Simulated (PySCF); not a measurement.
I3In, SMILES [I][In-]([I])[I], charge -1, multiplicity 2.

Coordinates come from a PBE-D3(BJ)/def2-SVPD optimisation. The def2 effective core potentials stand for the cores of I, In; spin–orbit coupling is left out.

Level of theory: C-PCM-ωB97X/def2-SVPD run with PySCF 2.14.0.

The values are the electrostatic part of the solvation free energy, E(continuum) − E(gas) at the gas-phase geometry, in a cavity of scaled van der Waals radii (PySCF's table); cavitation and dispersion terms are not included. A continuum can't describe solvent molecules that bind to the metal.

```tsv
solvent	ε	ΔG(elec) (kcal/mol)
water	78.36	-40.6
tetrahydrofuran	7.43	-35.5
benzene	2.27	-22.8
```
